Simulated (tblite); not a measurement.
A geometry optimisation, step by step.

Species: C5H4F4O2.
Bonds: F1–C2, C2–F3, C2–O4, O4–C5, C5–O6, O6–C7, C7–F8, C7–F9, C5–C10, C10–C11 (double), C5–C11. Hydrogens: H12 on C2; H13 on C7; H14 on C10; H15 on C11.

Computed with GFN2-xTB (tblite), gas phase: L-BFGS steps from a force-field or distance-geometry start until the largest atomic force falls under 0.01 eV/Å. 6 of its 84 geometries are shown.

Step 0: E = -1080.5907 eV, largest atomic force 2.171 eV/Å
```
atom  x, y, z in Å  |  force x, y, z in eV/Å
F1      2.695   -0.387    0.303   -0.331   1.443  -0.622
C2      1.891    0.490   -0.399   -0.487  -0.750  -0.182
F3      2.587    1.564   -0.886   -0.417  -1.180   0.918
O4      0.803    0.861    0.380    1.657  -0.381  -0.149
C5     -0.403    0.406   -0.106   -1.736   1.296  -0.137
O6     -0.624   -0.952   -0.278    0.488  -0.977   1.314
C7     -0.532   -1.676    0.880    0.456  -1.029   0.627
F8     -1.696   -2.372    1.177    1.371   0.542  -0.716
F9      0.516   -2.605    0.756   -1.605   0.876   0.141
C10    -1.232    1.228   -1.021   -0.334   0.865   0.044
C11    -1.538    1.310    0.266   -0.781   0.312  -0.690
H12     1.461   -0.099   -1.242    0.701   0.194  -0.200
H13    -0.306   -1.078    1.805   -0.051  -0.218  -0.638
H14    -1.422    1.535   -2.051    0.261  -0.281   0.892
H15    -2.204    1.782    1.002    0.808  -0.712  -0.600
```

Step 17: E = -1081.1470 eV, largest atomic force 0.070 eV/Å
```
atom  x, y, z in Å  |  force x, y, z in eV/Å
F1      2.726   -0.300    0.284    0.035  -0.016  -0.006
C2      1.864    0.432   -0.442    0.001   0.010   0.030
F3      2.550    1.524   -0.834   -0.013   0.010  -0.042
O4      0.815    0.804    0.344   -0.045  -0.053   0.004
C5     -0.470    0.442   -0.103   -0.015   0.019  -0.017
O6     -0.610   -0.954   -0.211    0.012   0.052   0.017
C7     -0.508   -1.680    0.937    0.003   0.012  -0.025
F8     -1.658   -2.349    1.157    0.000   0.001   0.022
F9      0.442   -2.617    0.781   -0.011  -0.049   0.040
C10    -1.245    1.296   -1.028   -0.027   0.035  -0.020
C11    -1.608    1.327    0.231    0.004  -0.008   0.022
H12     1.579   -0.147   -1.338   -0.009   0.023   0.043
H13    -0.273   -1.086    1.838    0.008   0.014  -0.055
H14    -1.371    1.616   -2.033    0.027  -0.006   0.003
H15    -2.239    1.699    1.002    0.030  -0.044  -0.016
```

Step 33: E = -1081.1559 eV, largest atomic force 0.049 eV/Å
```
atom  x, y, z in Å  |  force x, y, z in eV/Å
F1      2.780   -0.240    0.276    0.027   0.017   0.002
C2      1.861    0.431   -0.434    0.014   0.016  -0.006
F3      2.473    1.550   -0.872    0.016   0.020  -0.016
O4      0.814    0.755    0.373   -0.020   0.005  -0.040
C5     -0.465    0.422   -0.115   -0.024   0.001   0.029
O6     -0.604   -0.974   -0.240    0.020   0.022   0.029
C7     -0.514   -1.670    0.928   -0.018  -0.020  -0.005
F8     -1.689   -2.272    1.203   -0.032  -0.010   0.005
F9      0.385   -2.657    0.792   -0.006  -0.024   0.009
C10    -1.221    1.307   -1.023    0.022   0.002  -0.010
C11    -1.608    1.291    0.229   -0.008   0.033   0.000
H12     1.581   -0.176   -1.313   -0.005  -0.011   0.025
H13    -0.233   -1.048    1.796    0.020  -0.039  -0.023
H14    -1.310    1.670   -2.018   -0.009  -0.015   0.015
H15    -2.255    1.618    1.005    0.003   0.002  -0.014
```

Step 50: E = -1081.1904 eV, largest atomic force 0.061 eV/Å
```
atom  x, y, z in Å  |  force x, y, z in eV/Å
F1      2.980    0.186    0.273   -0.013   0.044  -0.013
C2      1.885    0.508   -0.424   -0.001  -0.001  -0.015
F3      2.183    1.635   -1.112    0.020   0.009   0.020
O4      0.857    0.728    0.442    0.027  -0.008   0.037
C5     -0.410    0.389   -0.074    0.018   0.014   0.006
O6     -0.514   -1.006   -0.238   -0.036  -0.019   0.002
C7     -0.568   -1.727    0.917   -0.013  -0.032  -0.003
F8     -1.851   -1.970    1.273   -0.013   0.042   0.023
F9     -0.014   -2.925    0.698    0.014   0.005  -0.009
C10    -1.134    1.284   -0.999   -0.028  -0.014  -0.002
C11    -1.576    1.242    0.233   -0.023  -0.034  -0.013
H12     1.674   -0.289   -1.159    0.051  -0.020   0.002
H13    -0.059   -1.246    1.772   -0.023  -0.008  -0.038
H14    -1.177    1.665   -1.988   -0.005   0.002  -0.050
H15    -2.280    1.533    0.972    0.025   0.019   0.052
```

Step 66: E = -1081.2107 eV, largest atomic force 0.028 eV/Å
```
atom  x, y, z in Å  |  force x, y, z in eV/Å
F1      3.071    0.623    0.261    0.008   0.007  -0.003
C2      1.921    0.578   -0.416    0.020  -0.005   0.003
F3      1.925    1.643   -1.256    0.005   0.001   0.009
O4      0.897    0.664    0.478    0.001  -0.002  -0.007
C5     -0.362    0.335   -0.064    0.000   0.002  -0.006
O6     -0.473   -1.058   -0.250   -0.022   0.007  -0.016
C7     -0.637   -1.772    0.898   -0.002   0.007  -0.005
F8     -1.913   -1.685    1.348    0.000   0.004  -0.001
F9     -0.420   -3.060    0.621    0.007   0.010   0.022
C10    -1.079    1.243   -0.983   -0.004  -0.005  -0.007
C11    -1.531    1.187    0.245   -0.012  -0.018  -0.015
H12     1.901   -0.336   -1.038   -0.005   0.012   0.007
H13     0.030   -1.454    1.720   -0.008  -0.024   0.004
H14    -1.107    1.627   -1.973   -0.012   0.005   0.007
H15    -2.228    1.471    0.994    0.023   0.000   0.008
```

Step 83: E = -1081.2115 eV, largest atomic force 0.010 eV/Å
```
atom  x, y, z in Å  |  force x, y, z in eV/Å
F1      3.072    0.618    0.270   -0.005   0.003  -0.008
C2      1.927    0.580   -0.417    0.003   0.000  -0.002
F3      1.939    1.652   -1.247    0.005   0.000   0.005
O4      0.896    0.660    0.469    0.006  -0.004   0.000
C5     -0.363    0.330   -0.073    0.003   0.002   0.004
O6     -0.478   -1.063   -0.255    0.006   0.000   0.000
C7     -0.641   -1.770    0.898   -0.003  -0.001  -0.002
F8     -1.919   -1.685    1.343    0.002  -0.001   0.002
F9     -0.415   -3.059    0.635   -0.003   0.007   0.001
C10    -1.087    1.239   -0.986   -0.003  -0.001   0.000
C11    -1.529    1.181    0.245    0.003   0.001   0.004
H12     1.910   -0.329   -1.046    0.000   0.002   0.001
H13     0.021   -1.444    1.721   -0.008  -0.001   0.000
H14    -1.127    1.627   -1.974    0.000  -0.003  -0.006
H15    -2.210    1.471    1.006   -0.005  -0.004   0.002
```

Task: Summarise the path.

Result: The energy falls by 59.89 kJ/mol from step 0 to step 83; nine tenths of that is first reached at step 22. It rises by more than 0.2 meV at steps 43, 46, 49, 52 and 61. The largest force goes from 2.171 to 0.010 eV/Å. Among the bonds C7–F9 changes most, from 1.407 to 1.335 Å; the atoms move by 0.533 Å rms after alignment.

What follows is the cost of the whole relaxation. Time: 0.93 s wall. Hardware: Arm Neoverse N1, one thread, no GPU, on a shared host.
